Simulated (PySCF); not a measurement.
## Relaxation of singlet Cd2H4

Level of theory: PBE0 in PySCF with Cd def2-TZVP with ECP28, H def2-TZVP; scalar-relativistic core potentials, no spin–orbit coupling; density-fitted integrals. A (50,194) grid was used.

A start displaced from a saddle point along its imaginary mode, of C2h symmetry, held to at least that symmetry:

Coordinates in bohr (charge 0 multiplicity 1):
```
Cd    2.6368    0.0051    0.0000
Cd   -2.6368   -0.0051    0.0000
H     0.0779    2.5456    0.0000
H    -0.0779   -2.5456    0.0000
H     5.7978   -0.2268    0.0000
H    -5.7978    0.2268    0.0000
```

Optimiser trace:
| step | E − E(last) (kJ/mol) | largest gradient (Eh/bohr) |
| --- | --- | --- |
| 0 | 9.66 | 0.00143 |
| 1 | 9.62 | 0.00082 |
| 2 | 9.57 | 0.00095 |
| 3 | 9.53 | 0.00115 |
| 4 | 8.87 | 0.00586 |
| 5 | 6.96 | 0.00778 |
| 6 | 4.97 | 0.00760 |
| 7 | 3.08 | 0.00467 |
| 8 | 2.20 | 0.00396 |
| 9 | 1.42 | 0.00464 |
| 10 | 0.99 | 0.00323 |
| 11 | 0.49 | 0.00275 |
| 12 | 0.23 | 0.00196 |
| 13 | 0.12 | 0.00219 |
| 14 | 0.05 | 0.00102 |
| 15 | 0.01 | 0.00026 |
| 16 | 0.00 | 0.00013 |

It ends at C2h with Cd–Cd 3.106 Å, Cd–H 1.671 Å (×2), Cd–H 1.726 Å (×2); Cd–Cd–H 51.1° (×2), Cd–Cd–H 138.9° (×2), H–Cd–H 170.0° (×2) (after a last refinement on a finer grid). A frequency run shows a minimum.

Final geometry:
```xyz
6
charge 0 multiplicity 1, angstrom
Cd    1.4933    0.4256    0.0000
Cd   -1.4933   -0.4256    0.0000
H     0.0832    1.4214    0.0000
H    -0.0832   -1.4214    0.0000
H     3.0054   -0.2862    0.0000
H    -3.0054    0.2862    0.0000
```

Stability towards spin polarisation was not tested.

The relaxation took 41 s on 2 threads of a shared Arm Neoverse V2 host, with 104 basis functions and 17 gradients. Launch command: `OMP_NUM_THREADS=2 python axn.py task.json out`.
